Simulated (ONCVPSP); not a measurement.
## u(r) = r·R(r): atom against pseudo-atom (Sr)

Columns: radius, all-electron u(r) and pseudo u(r) of the 4p shell (level -22.82 eV) of strontium in the configuration [Ar] 3d10 4s2 4p6 5s2; PBE, scalar-relativistic, ONCV scheme, ONCVPSP 4.0.1.

| r (bohr) | all-electron | pseudo |
| --- | --- | --- |
| 0.182 | -0.0036 | 0.0421 |
| 0.364 | -0.4406 | 0.1595 |
| 0.546 | -0.1656 | 0.3280 |
| 0.728 | 0.2798 | 0.5137 |
| 0.910 | 0.6237 | 0.6812 |
| 1.092 | 0.8194 | 0.8019 |
| 1.274 | 0.8914 | 0.8607 |
| 1.456 | 0.8784 | 0.8582 |
| 1.638 | 0.8154 | 0.8073 |
| 1.820 | 0.7279 | 0.7263 |
| 2.002 | 0.6325 | 0.6325 |
| 2.184 | 0.5394 | 0.5394 |
| 2.366 | 0.4537 | 0.4536 |
| 2.548 | 0.3777 | 0.3777 |
| 2.730 | 0.3121 | 0.3121 |
| 2.912 | 0.2564 | 0.2564 |
| 3.094 | 0.2098 | 0.2098 |
| 3.276 | 0.1711 | 0.1711 |
| 3.458 | 0.1393 | 0.1393 |
| 3.640 | 0.1131 | 0.1131 |
| 3.822 | 0.0917 | 0.0917 |
| 4.004 | 0.0742 | 0.0742 |
| 4.186 | 0.0599 | 0.0599 |
| 4.368 | 0.0483 | 0.0483 |
| 4.550 | 0.0389 | 0.0389 |
| 4.732 | 0.0313 | 0.0312 |

(1) How many radial nodes do the two functions have?

(2) At about which radius was the pseudo-wave matched?

(3) Is the pseudo-wave norm-conserving?

## Answers

(1) The all-electron 4p function has n − l − 1 = 2 (the table is too coarse to show those close to the nucleus); the pseudo-wave has 0, since the states of the same l below it are removed with the core.

(2) 2.05 bohr, where the columns begin to agree (steps of 0.18 bohr).

(3) Yes: the ONCV scheme keeps the norm inside the radius equal to the all-electron one, which fixes the energy derivative of the logarithmic derivative at the level.
